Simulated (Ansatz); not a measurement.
Ansatz (a program for electronic structure) input:
A basis named .json is the Basis Set Exchange file of that set.

Ansatz 0.2 input:
```yaml
crystal:
  periodic: [false, false, false]
  atoms:
    - {symbol: Be, position_ang: [-0.00000000, -0.00000000, -1.39842396]}
    - {symbol: Cl, position_ang: [0.00000000, 0.00000000, 0.32904093]}
basis:
  gaussian:
    orbitals: def2-QZVPP.json
hamiltonian:
  xc: pbe
total_charge: 1
magnetization: {spin_polarized: false}
correlation: {method: rpa, electrons: outside_noble_gas}
```

What final total energy does it print?

-474.25241 Eh (RPA@PBE/def2-QZVPP). The basis has 106 functions.
